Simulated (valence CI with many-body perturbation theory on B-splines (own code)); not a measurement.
## Al⁵⁺: key properties

Calculated by valence CI with perturbative core correlation (CI+MBPT): six valence electrons over a frozen Dirac-Fock core [He], radial functions for each j: 9 s, 9 p, 8 d, 6 f, 3 g, 1 h, with the one-electron correlation potential Σ1, the two-electron term Σ2, the three-electron term Σ3, Breit, model QED; selected CI, second order for the rest, scaled by the run's own slope (own B-spline code, finite nucleus).

Set against measurement, 19 paired levels are off by 241 cm⁻¹ on average, the worst by 587. These come from a selection out of NIST levels in Kelleher and Podobedova, J. Phys. Chem. Ref. Data 37, 709 (2008); Martin and Zalubas, J. Phys. Chem. Ref. Data 8, 817 (1979). Levels without a partner in it may be off by more. Among the levels kept, up to 1500 cm⁻¹ of a level comes from second order outside the variational space, and about a tenth of that is noise between levels of different J, which matters for small intervals. 1 measured level below the end of the list, from 1064493 cm⁻¹ on, found no clear computed partner, and computed levels of the same name lie up to 1338 cm⁻¹ from them.

Rates and lifetimes use the calculated energies. Strong lines usually hold to 10 to 20 %, long lifetimes can be off by a factor of two.

What is the ground level?

2s²2p⁴ ³P_2, composition 99 % 2s²2p⁴ ³P, g = 1.500.

What is the ionisation energy?

190.35 eV; NIST lists 190.49 ± 0.05 eV (semi-empirical).

How well does LS coupling describe the low levels?

Among the lowest 20 levels the leading LS term, summed over configurations, holds 100 % on average. For single configurations the figures are 97 % in LS and 66 % in jj coupling. Terms hardly mix: every one of these levels is at least 95 % one term.

Among levels below 132.57 eV, which E1 lines absorb most strongly from the ground level?

to 2s2p⁵ ³P°_2 at 30.95 nm, f = 0.111; to 2s²2p³3s ³D°_3 at 10.41 nm, f = 0.0601; to 2s²2p³3s ³S°_1 at 10.96 nm, f = 0.0507.

Where does the other parity begin?

At 2s2p⁵ ³P°_2, 40.06 eV.

How is the term ³P of the ground level split?

J = 2 at 0.00, J = 1 at 0.34, J = 0 at 0.47 eV.

Name the longest-lived excited levels whose lifetime is computed, and their main decay.

2s²2p⁴ ³P_0 at 0.47 eV lives 14.0 s, mostly by M1 to 2s²2p⁴ ³P_1; 2s²2p⁴ ³P_1 at 0.34 eV lives 2.20 s, mostly by M1 to 2s²2p⁴ ³P_2; 2s²2p⁴ ¹D_2 at 5.12 eV lives 153 ms, mostly by M1 to 2s²2p⁴ ³P_2.
